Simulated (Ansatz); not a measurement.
Job for Ansatz (a first-principles code): R-B3LYP/def2-TZVPP on CH2N (SMILES C#[NH+]), atoms moved off the minimum. Charge +1.

Ansatz 0.2 input:
```yaml
crystal:
  periodic: [false, false, false]
  atoms:
    - {symbol: C, position_ang: [0.09086989, -0.13118377, -0.61552153]}
    - {symbol: N, position_ang: [-0.07396729, -0.06048836, 0.63703337]}
    - {symbol: H, position_ang: [-0.00625156, 0.08323163, -1.74301994]}
    - {symbol: H, position_ang: [-0.04391834, 0.11933922, 1.63990430]}
basis:
  gaussian:
    orbitals: def2-TZVPP
hamiltonian:
  xc: {name: B3LYP}
total_charge: 1
scf: {lower_state_search: off}
output: {forces: true}
```

The head of its log:

```
Functional definition: B3LYP
[...]
these checks for a lower state are left out or cut short: stability, starts, cluster_reference, orbital_swaps, neighbouring_geometries, increment
integrals: 0.01 GiB planned
453 factors; their error is unknown
mean field: 0.17 GiB planned
mean field evaluation 1: about -2537.9842 eV, gradient 8.1e1 eV
mean field evaluation 2: about -2495.1250 eV, gradient 1.4e2 eV
```

Question: Give the final energy of this run.

Answer: -93.7036 hartree.
